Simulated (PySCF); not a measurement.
Simulated characterisation data

[PySCF 2.14.0 with density-fitted response routines: shieldings: GIAO PBE0/pcSseg-1; structure optimised with GFN2-xTB; a single conformation; non-relativistic; isolated molecule; fast rotation and ring inversion assumed for equivalent nuclei]

Chemical shifts δ = σref − σ; 1H (σref 31.72), 13C (σref 186.93) vs TMS, all at this level. Where no couplings were computed, multiplicities follow the n + 1 count of equivalent neighbours, and m marks all less simple cases (inequivalent or close neighbours, rings, F or P nearby). Acid and N–H amide carbonyl carbons lie up to 10 ppm further downfield in solution (hydrogen bonding). Shifts are as computed. Against solution values, carbons near 30 ppm lie about +3 ppm off and those near 130 ppm about +5 ppm. Of 1309 compounds with measured shifts, 239 miss one by over three times the rms of a fit or turn the order of signals round; such compounds aren't used in these exercises. OH and NH positions are gas-phase values without hydrogen bonding to other molecules.

Compound 1 (C6H3NO3). 1H NMR (500 MHz, computed): δ 8.64 (s, 1H), 6.38 (br s, 1H), 3.96 (s, 1H). 13C{1H} NMR (computed): δ 165.5, 165.2, 154.6, 124.2, 108.9, 74.1. Structure: SMILES o1c(C#C)c(C(=O)O)cn1.

Compound 2 (C7H12O). 1H NMR (500 MHz, computed): δ 3.86 (q, 2H), 3.50 (t, 2H), 2.55 (t, 2H), 1.93 (s, 3H), 1.21 (t, 3H). 13C{1H} NMR (computed): δ 83.3 (C), 82.1 (C), 72.9 (CH2), 70.2 (CH2), 23.3 (CH2), 16.0 (CH3), 4.7 (CH3). Structure: SMILES CC#CCCOCC.
